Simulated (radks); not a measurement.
Results of a calculation; reference values are marked as such.
Excited configurations of Ir IV: one electron is placed in a higher orbital outside [Xe] 4f14 5d5. The ground configuration is [Xe] 4f14 5d6. Code: a radial shooting solver on a logarithmic mesh with Libxc functionals. Model: Dirac Kohn-Sham, BLYP, spin-unpolarised, spherical densities, finite nucleus; open shells are shared between the two j in proportion to 2j + 1; Fermi nuclear charge, rms radius 5.4032 fm. Excitation = E - E(ground); binding = E(ion) - E, where the ion is the core of charge +4; n* = 4/sqrt(2 binding) in atomic units, and the quantum defect is n - n*. Eigenvalue and <r> are those of j = l + 1/2.

\begin{tabular}{lrrrrrr}
outer orbital & excitation (eV) & binding (eV) & n* & quantum defect & eigenvalue (eV) & <r> (bohr) \\ \hline
5f & 28.209 & 15.235 & 3.780 & 1.220 & -12.290 & 3.712 \\
6s & 5.823 & 37.621 & 2.405 & 3.595 & -32.958 & 2.360 \\
6p & 14.878 & 28.566 & 2.761 & 3.239 & -24.011 & 2.892 \\
6d & 25.349 & 18.095 & 3.468 & 2.532 & -15.355 & 3.967 \\
6f & 33.410 & 10.034 & 4.658 & 1.342 & -8.597 & 6.764 \\
\end{tabular}

The Delta-SCF ionisation energy is 43.444 eV (NIST Atomic Spectra Database: 40 eV, theoretical). Self-interaction in the functional shifts the binding energies and quantum defects, so they are the method's values and not measured ones. Spin polarisation and multiplet splitting are left out, so open shells lie too high by an amount that depends on their filling. Sharing an open shell by 2j + 1 raises it above the true ground level by a part of the spin-orbit splitting, which enters the differences from NIST.

Beside tabulated values, note that spin-unpolarised runs miss the spin-polarisation part of the exchange energy of open shells.
